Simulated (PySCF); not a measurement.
C$_{4}$H$_{10}$N, doublet, geometry from GFN2-xTB; CCSD(T)/STO-3G in PySCF.

Input for PySCF:
```python
from pyscf import gto, scf, cc

mol = gto.M(
    atom='''
C    -2.15482137    0.29339323    0.48279055
C    -1.29160991   -0.81450785    0.03983810
N    -0.03253089   -0.31963028   -0.54737206
C     0.96157458    0.16326117    0.39034031
C     2.24256235    0.51336571   -0.35709160
H    -1.90397431    0.84623795    1.36912853
H    -2.84054488    0.74917402   -0.20670413
H    -1.78078954   -1.41064441   -0.73531480
H    -1.01255376   -1.47168993    0.86845561
H    -0.23896585    0.39857822   -1.23667236
H     1.15768304   -0.64664969    1.09984773
H     0.62685749    1.04197185    0.96515413
H     3.02106345    0.79843507    0.34564283
H     2.07134704    1.34256564   -1.04046703
H     2.58135954   -0.34364031   -0.93273010
''',
    basis='sto-3g',
    spin=1,
    verbose=4,
)

mf = scf.UHF(mol)
mf.kernel()

mycc = cc.CCSD(mf)
mycc.conv_tol = 1e-9
mycc.kernel()
et = mycc.ccsd_t()
print('E(CCSD(T)) = %.10f' % (mycc.e_tot + et))
```

Output, abridged:

```
PySCF version 2.14.0

[INPUT] verbose = 4
[INPUT] num. atoms = 15
[INPUT] num. electrons = 41
[INPUT] charge = 0
[INPUT] spin (= nelec alpha-beta = 2S) = 1
[INPUT] symmetry False subgroup None
[INPUT] Mole.unit = angstrom
[INPUT] Symbol           X                Y                Z      unit          X                Y                Z       unit  Magmom
[INPUT]  1 C     -2.154821370000   0.293393230000   0.482790550000 AA   -4.072022236660   0.554432851502   0.912341915028 Bohr   0.0
[INPUT]  2 C     -1.291609910000  -0.814507850000   0.039838100000 AA   -2.440788989674  -1.539196762808   0.075283098323 Bohr   0.0
[INPUT]  3 N     -0.032530890000  -0.319630280000  -0.547372060000 AA   -0.061474472688  -0.604013690318  -1.034383281639 Bohr   0.0
[INPUT]  4 C      0.961574580000   0.163261170000   0.390340310000 AA    1.817112604544   0.308518898076   0.737636281278 Bohr   0.0
[INPUT]  5 C      2.242562350000   0.513365710000  -0.357091600000 AA    4.237828658761   0.970120593643  -0.674805325383 Bohr   0.0
[INPUT]  6 H     -1.903974310000   0.846237950000   1.369128530000 AA   -3.597989994108   1.599157961713   2.587277951028 Bohr   0.0
[INPUT]  7 H     -2.840544880000   0.749174020000  -0.206704130000 AA   -5.367851867736   1.415733717439  -0.390614194516 Bohr   0.0
[INPUT]  8 H     -1.780789540000  -1.410644410000  -0.735314800000 AA   -3.365204516090  -2.665731594049  -1.389543587339 Bohr   0.0
[INPUT]  9 H     -1.012553760000  -1.471689930000   0.868455610000 AA   -1.913449292799  -2.781090907980   1.641143254242 Bohr   0.0
[INPUT] 10 H     -0.238965850000   0.398578220000  -1.236672360000 AA   -0.451580009624   0.753203675017  -2.336972066220 Bohr   0.0
[INPUT] 11 H      1.157683040000  -0.646649690000   1.099847730000 AA    2.187703884654  -1.221990812635   2.078410988425 Bohr   0.0
[INPUT] 12 H      0.626857490000   1.041971850000   0.965154130000 AA    1.184588975232   1.969041426006   1.823876973693 Bohr   0.0
[INPUT] 13 H      3.021063450000   0.798435070000   0.345642830000 AA    5.708982525434   1.508823610548   0.653170285620 Bohr   0.0
[INPUT] 14 H      2.071347040000   1.342565640000  -1.040467030000 AA    3.914278614529   2.537081363851  -1.966197728340 Bohr   0.0
[INPUT] 15 H      2.581359540000  -0.343640310000  -0.932730100000 AA    4.878062559633  -0.649386071261  -1.762604437138 Bohr   0.0

nuclear repulsion = 182.643504979032
number of shells = 25
number of NR pGTOs = 105
number of NR cGTOs = 35
basis = sto-3g
ecp = {}

******** <class 'pyscf.scf.uhf.UHF'> ********
method = UHF
initial guess = minao
damping factor = 0
level_shift factor = 0
DIIS = <class 'pyscf.scf.diis.CDIIS'>
diis_start_cycle = 1
diis_space = 8
diis_damp = 0
SCF conv_tol = 1e-09
SCF conv_tol_grad = None
SCF max_cycles = 50
direct_scf = True
direct_scf_tol = 1e-13
number electrons alpha = 21  beta = 20
Set gradient conv threshold to 3.16228e-05
init E= -209.855036206643

cycle= 1 E= -209.071275069933  delta_E= 0.784  |g|= 0.229  |ddm|= 3.21
cycle= 2 E= -209.118800506385  delta_E= -0.0475  |g|= 0.0684  |ddm|= 0.409
cycle= 3 E= -209.124418545788  delta_E= -0.00562  |g|= 0.0277  |ddm|= 0.138
cycle= 4 E= -209.125593435665  delta_E= -0.00117  |g|= 0.0107  |ddm|= 0.0703
cycle= 5 E= -209.125821904867  delta_E= -0.000228  |g|= 0.0039  |ddm|= 0.0347
cycle= 6 E= -209.125852705255  delta_E= -3.08e-05  |g|= 0.00101  |ddm|= 0.0151
cycle= 7 E= -209.125854556938  delta_E= -1.85e-06  |g|= 0.000268  |ddm|= 0.00349
cycle= 8 E= -209.125854679711  delta_E= -1.23e-07  |g|= 0.000109  |ddm|= 0.000805
cycle= 9 E= -209.125854702433  delta_E= -2.27e-08  |g|= 3.64e-05  |ddm|= 0.000377
cycle= 10 E= -209.125854704959  delta_E= -2.53e-09  |g|= 1.31e-05  |ddm|= 0.000123
cycle= 11 E= -209.125854705306  delta_E= -3.47e-10  |g|= 4.38e-06  |ddm|= 4.89e-05
Extra cycle  E= -209.125854705331  delta_E= -2.52e-11  |g|= 2.8e-06  |ddm|= 7.72e-06
converged SCF energy = -209.125854705331  <S^2> = 0.76505042  2S+1 = 2.0149942

******** <class 'pyscf.cc.uccsd.UCCSD'> ********
CC2 = 0
CCSD nocc = (np.int64(21), np.int64(20)), nmo = (35, 35)
max_cycle = 50
direct = 0
conv_tol = 1e-09
conv_tol_normt = 1e-06
diis_space = 6
diis_start_cycle = 0
diis_start_energy_diff = 1e+09
Init t2, MP2 energy = -0.233303169751428
Init E_corr(UCCSD) = -0.23330316975817
cycle = 1  E_corr(UCCSD) = -0.285674490420533  dE = -0.0523713207  norm(t1,t2) = 0.0841899
cycle = 2  E_corr(UCCSD) = -0.302025240860141  dE = -0.0163507504  norm(t1,t2) = 0.0328213
cycle = 3  E_corr(UCCSD) = -0.312268207051778  dE = -0.0102429662  norm(t1,t2) = 0.0159546
cycle = 4  E_corr(UCCSD) = -0.31247340385208  dE = -0.0002051968  norm(t1,t2) = 0.00467279
cycle = 5  E_corr(UCCSD) = -0.312468378389617  dE = 5.02546246e-06  norm(t1,t2) = 0.00220455
cycle = 6  E_corr(UCCSD) = -0.31249983351316  dE = -3.14551235e-05  norm(t1,t2) = 0.000916985
cycle = 7  E_corr(UCCSD) = -0.31248459776583  dE = 1.52357473e-05  norm(t1,t2) = 0.000356809
cycle = 8  E_corr(UCCSD) = -0.312485122561646  dE = -5.24795816e-07  norm(t1,t2) = 0.000140074
cycle = 9  E_corr(UCCSD) = -0.312485337818884  dE = -2.15257238e-07  norm(t1,t2) = 5.77185e-05
cycle = 10  E_corr(UCCSD) = -0.312484902739776  dE = 4.35079109e-07  norm(t1,t2) = 2.02326e-05
cycle = 11  E_corr(UCCSD) = -0.312484000407485  dE = 9.0233229e-07  norm(t1,t2) = 6.77571e-06
cycle = 12  E_corr(UCCSD) = -0.312483346465927  dE = 6.53941559e-07  norm(t1,t2) = 3.46014e-06
cycle = 13  E_corr(UCCSD) = -0.312483196350587  dE = 1.5011534e-07  norm(t1,t2) = 1.57463e-06
cycle = 14  E_corr(UCCSD) = -0.312483225807577  dE = -2.945699e-08  norm(t1,t2) = 7.20735e-07
cycle = 15  E_corr(UCCSD) = -0.312483237428247  dE = -1.162067e-08  norm(t1,t2) = 3.18744e-07
cycle = 16  E_corr(UCCSD) = -0.312483234600114  dE = 2.82813284e-09  norm(t1,t2) = 1.44356e-07
cycle = 17  E_corr(UCCSD) = -0.312483232060096  dE = 2.54001742e-09  norm(t1,t2) = 6.5805e-08
cycle = 18  E_corr(UCCSD) = -0.312483230167804  dE = 1.89229193e-09  norm(t1,t2) = 3.90976e-08
cycle = 19  E_corr(UCCSD) = -0.31248323029983  dE = -1.32025724e-10  norm(t1,t2) = 2.78227e-08
UCCSD converged
E(UCCSD) = -209.4383379356309  E_corr = -0.3124832302998302
UCCSD(T) correction = -0.00228992017769253
E(CCSD(T)) = -209.4406278558
```
